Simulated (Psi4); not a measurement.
Na (SMILES [Na+]), charge +1, singlet; HF/6-31G* (Psi4).

Here is a job for Psi4.
```
memory 2 GB

molecule {
1 1
  Na    0.00000000    0.00000000    0.00000000
}

set basis 6-31g*

energy('scf')
print_variables()
```

The log (banner, timings and long lists left out):

```
   => Loading Basis Set <=

    Name: 6-31G*
    Role: ORBITAL
    Keyword: BASIS

         ---------------------------------------------------------
                                   SCF
               by Justin Turney, Rob Parrish, Andy Simmonett
                          and Daniel G. A. Smith
                              RHF Reference
         ---------------------------------------------------------

  ==> Geometry <==

    Molecular point group: d2h
    Geometry (in Angstrom), charge = 1, multiplicity = 1:

       Center              X                  Y                   Z               Mass
    ------------   -----------------  -----------------  -----------------  -----------------
         NA           0.000000000000     0.000000000000     0.000000000000    22.989769282000

  Running in d2h symmetry.

  Rotational constants: A = ************  B = ************  C = ************ [cm^-1]
  Rotational constants: A = ************  B = ************  C = ************ [MHz]
  Nuclear repulsion =    0.000000000000000

  Charge       = 1
  Multiplicity = 1
  Electrons    = 10
  Nalpha       = 5
  Nbeta        = 5

  ==> Algorithm <==

  SCF Algorithm Type is DF.
  DIIS enabled.
  MOM disabled.
  Fractional occupation disabled.
  Guess Type is CORE.
  Energy threshold   = 1.00e-06
  Density threshold  = 1.00e-06
  Integral threshold = 1.00e-12

  ==> Primary Basis <==

  Basis Set: 6-31G*
    Blend: 6-31G*
    Number of shells: 8
    Number of basis functions: 19
    Number of Cartesian functions: 19
    Spherical Harmonics?: false
    Max angular momentum: 2

   => Loading Basis Set <=

    Name: (6-31G* AUX)
    Role: JKFIT
    Keyword: DF_BASIS_SCF

  ==> Integral Setup <==

  SCF_SUBTYPE=INCORE selected. In-core MEM_DF algorithm will be used.
  Using in-core AOs.

  ==> MemDFJK: Density-Fitted J/K Matrices <==

    J tasked:                   Yes
    K tasked:                   Yes
    wK tasked:                   No
    Algorithm:                 Core
    Schwarz Cutoff:           1E-12
    Mask sparsity (%):       0.0000
    Fitting Condition:        1E-10

   => Auxiliary Basis Set <=

  Basis Set: (6-31G* AUX)
    Blend: DEF2-UNIVERSAL-JKFIT
    Number of shells: 34
    Number of basis functions: 137
    Number of Cartesian functions: 137
    Spherical Harmonics?: false
    Max angular momentum: 4

  Minimum eigenvalue in the overlap matrix is 1.0003948626E-02.
  Reciprocal condition number of the overlap matrix is 2.9579481637E-03.
    Using symmetric orthogonalization.

  ==> Pre-Iterations <==

  SCF Guess: Core (One-Electron) Hamiltonian.

   -------------------------------------------------------
    Irrep   Nso     Nmo     Nalpha   Nbeta   Ndocc  Nsocc
   -------------------------------------------------------
     Ag         7       7       2       2       2       0
     B1g        1       1       0       0       0       0
     B2g        1       1       0       0       0       0
     B3g        1       1       0       0       0       0
     Au         0       0       0       0       0       0
     B1u        3       3       1       1       1       0
     B2u        3       3       1       1       1       0
     B3u        3       3       1       1       1       0
   -------------------------------------------------------
    Total      19      19       5       5       5       0
   -------------------------------------------------------

  ==> Iterations <==

                           Total Energy        Delta E     RMS |[F,P]|

   @DF-RHF iter   1:  -161.50920838876613   -1.61509e+02   5.72571e-02 ADIIS/DIIS
   @DF-RHF iter   2:  -161.65676734386545   -1.47559e-01   7.59433e-03 ADIIS/DIIS
   @DF-RHF iter   3:  -161.65928700664847   -2.51966e-03   2.08979e-04 ADIIS/DIIS
   @DF-RHF iter   4:  -161.65928880157637   -1.79493e-06   1.82282e-05 DIIS
   @DF-RHF iter   5:  -161.65928881670126   -1.51249e-08   7.01991e-07 DIIS
  Energy and wave function converged.

  ==> Post-Iterations <==

    Orbital Energies [Eh]
    ---------------------

    Doubly Occupied:

       1Ag   -40.780241     2Ag    -3.084598     1B3u   -1.806952
       1B2u   -1.806952     1B1u   -1.806952

    Virtual:

       3Ag    -0.181998     2B3u   -0.109007     2B2u   -0.109007
       2B1u   -0.109007     4Ag    -0.024871     3B1u    0.026211
       3B3u    0.026211     3B2u    0.026211     1B3g    0.239419
       1B1g    0.239419     1B2g    0.239419     5Ag     0.239419
       6Ag     0.239419     7Ag     0.380409

    Final Occupation by Irrep:
             Ag   B1g   B2g   B3g    Au   B1u   B2u   B3u
    DOCC [     2,    0,    0,    0,    0,    1,    1,    1 ]
    NA   [     2,    0,    0,    0,    0,    1,    1,    1 ]
    NB   [     2,    0,    0,    0,    0,    1,    1,    1 ]

  @DF-RHF Final Energy:  -161.65928881670126

   => Energetics <=

    Nuclear Repulsion Energy =              0.0000000000000000
    One-Electron Energy =                -224.7471770478429960
    Two-Electron Energy =                  63.0878882311417470
    Total Energy =                       -161.6592888167012347

Computation Completed

Properties will be evaluated at   0.000000,   0.000000,   0.000000 [a0]

Properties computed using the SCF density matrix

 Multipole Moments:

 ------------------------------------------------------------------------------------
     Multipole            Electronic (a.u.)      Nuclear  (a.u.)        Total (a.u.)
 ------------------------------------------------------------------------------------

 L = 1.  Multiply by 2.5417464519 to convert [e a0] to [Debye]
 Dipole X            :          0.0000000            0.0000000            0.0000000
 Dipole Y            :          0.0000000            0.0000000            0.0000000
 Dipole Z            :          0.0000000            0.0000000            0.0000000
 Magnitude           :                                                    0.0000000

 ------------------------------------------------------------------------------------

  Variable Map:
  ----------------------------------------------------------------------------
  "CURRENT ENERGY"           =>    -161.659288816701
  "CURRENT REFERENCE ENERGY" =>    -161.659288816701
  "DD SOLVATION ENERGY"      =>       0.000000000000
  "HF KINETIC ENERGY"        =>     161.477651265761
  "HF POTENTIAL ENERGY"      =>    -323.136940082462
  "HF TOTAL ENERGY"          =>    -161.659288816701
  "HF VIRIAL RATIO"          =>       2.001124846377
  "NUCLEAR REPULSION ENERGY" =>       0.000000000000
  "ONE-ELECTRON ENERGY"      =>    -224.747177047843
  "PCM POLARIZATION ENERGY"  =>       0.000000000000
  "PE ENERGY"                =>       0.000000000000
  "SCF ITERATION ENERGY"     =>    -161.659288816701
  "SCF ITERATIONS"           =>       5.000000000000
  "SCF TOTAL ENERGY"         =>    -161.659288816701
  "TWO-ELECTRON ENERGY"      =>      63.087888231142

  Array Variable Map:
  ----------------------------------------------------------------------------
  "CURRENT DIPOLE"           =>       0.000000000000 ... 0.000000000000 1 by 3
  "SCF DIPOLE"               =>       0.000000000000 ... 0.000000000000 1 by 3
  "SCF TOTAL ENERGIES"       =>    -161.509208388766 ... -161.659288816701 1 by 5
```
